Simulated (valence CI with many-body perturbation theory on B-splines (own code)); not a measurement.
La XXXVII: M1 decay

Level of theory: configuration interaction combined with many-body perturbation theory (CI+MBPT): three valence electrons over a frozen Dirac-Fock core [Ar], a basis of 7 s, 7 p, 8 d, 6 f, 4 g, 1 h functions for each j, with the one-electron correlation potential Σ1 (screened to all orders), the two-electron term Σ2, the three-electron term Σ3, Breit, model QED; selected single and double excitations, second order for the rest, scaled by the run's own slope (own B-spline code, finite nucleus).

No measured spectrum was set against this ion. As an estimate, large intervals hold to a few tenths of a per cent, small ones and those within an open d or f shell to about a per cent. Only levels of the ground parity were solved; by the run's estimate the other parity begins above the list, which can be wrong where configurations are misplaced.

Lines 51 to 66 of 66 in falling wavelength, among levels below 674110 cm⁻¹, chosen from the decays that carry over 1 % of a level's rate. Wavelengths and rates use the calculated energies. S is in atomic units (e²a₀⁴ for E2 and M2, e²a₀⁶ for E3), for M1 in squared Bohr magnetons. Weak lines are less certain than strong ones. Lines between different terms over intervals too small for the method are left out, as are lines whose strength nearly cancels. The highest levels of a list are the least certain.

Levels are named by their leading jj configuration (3d3/2^4 stands for four electrons in 3d with j = 3/2), which in mixed levels can hold well under half, so a name can repeat and another be missing. Letters in brackets count levels of one name in rising energy.

| λ vac (Å) | Upper | Lower | Type | A (s⁻¹) | S (a.u.) |
| --- | --- | --- | --- | --- | --- |
| 335.4 | (3d3/2 3d5/2^2) J=5/2 [b] | (3d3/2^2 3d5/2) J=5/2 [a] | M1 | 1.59e+03 | 1.34e-02 |
| 318.0 | (3d5/2^3) J=3/2 | (3d3/2^2 3d5/2) J=5/2 [b] | M1 | 2.53e+03 | 1.20e-02 |
| 316.7 | (3d3/2 3d5/2^2) J=7/2 [b] | (3d3/2^2 3d5/2) J=5/2 [a] | M1 | 6.28e+03 | 5.92e-02 |
| 307.8 | (3d5/2^3) J=9/2 | (3d3/2^2 3d5/2) J=7/2 | M1 | 3.07e+03 | 3.32e-02 |
| 294.3 | (3d3/2 3d5/2^2) J=3/2 [b] | (3d3/2^2 3d5/2) J=3/2 | M1 | 1.27e+04 | 4.78e-02 |
| 292.2 | (3d5/2^3) J=5/2 | (3d3/2 3d5/2^2) J=7/2 [a] | M1 | 4.11e+04 | 2.28e-01 |
| 282.2 | (3d3/2 3d5/2^2) J=3/2 [a] | (3d3/2^3) J=3/2 | M1 | 5.47e+03 | 1.82e-02 |
| 282.1 | (3d5/2^3) J=5/2 | (3d3/2^2 3d5/2) J=5/2 [b] | M1 | 2.15e+04 | 1.08e-01 |
| 270.6 | (3d3/2 3d5/2^2) J=1/2 | (3d3/2^3) J=3/2 | M1 | 1.52e+03 | 2.24e-03 |
| 260.4 | (3d3/2 3d5/2^2) J=3/2 [b] | (3d3/2^2 3d5/2) J=5/2 [a] | M1 | 2.77e+04 | 7.25e-02 |
| 249.6 | (3d3/2 3d5/2^2) J=5/2 [a] | (3d3/2^3) J=3/2 | M1 | 3.25e+03 | 1.12e-02 |
| 241.6 | (3d5/2^3) J=3/2 | (3d3/2^2 3d5/2) J=1/2 | M1 | 3.55e+03 | 7.43e-03 |
| 236.9 | (3d3/2 3d5/2^2) J=5/2 [b] | (3d3/2^3) J=3/2 | M1 | 2.60e+03 | 7.70e-03 |
| 227.3 | (3d5/2^3) J=3/2 | (3d3/2^2 3d5/2) J=3/2 | M1 | 6.36e+03 | 1.11e-02 |
| 210.9 | (3d5/2^3) J=5/2 | (3d3/2^2 3d5/2) J=7/2 | M1 | 3.96e+03 | 8.26e-03 |
| 206.5 | (3d5/2^3) J=3/2 | (3d3/2^2 3d5/2) J=5/2 [a] | M1 | 5.65e+03 | 7.38e-03 |
